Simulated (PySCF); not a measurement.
C2BrCl2F, SMILES F/C(=C(\Br)Cl)Cl.

Geometry optimised at PBE0-D3(BJ)/def2-SVP. The structure was generated by enumeration; whether it is a known compound was not checked.

The numbers are results of PBE/def2-TZVP (PySCF), not measurements.

Isolated molecule, no solvent.

Task: Estimate the frontier levels, gap, dipole moment and polarisability. (The exact figures need the calculation; the answer reports its results.)

Result: 
The highest occupied level is -6.05 eV, the lowest empty level comes out as -1.82 eV and the orbital gap is 4.23 eV. The dipole moment is 0.30 D and the quadrupole, principal values (traceless, Buckingham form, about the centre of nuclear charge) comes out as -1.91, -1.67, 3.58 D·Å. The mean static polarisability is 70.3 bohr³ (10.42 Å³) and the polarisability, principal values is 42.5, 71.3, 97.1 bohr³.
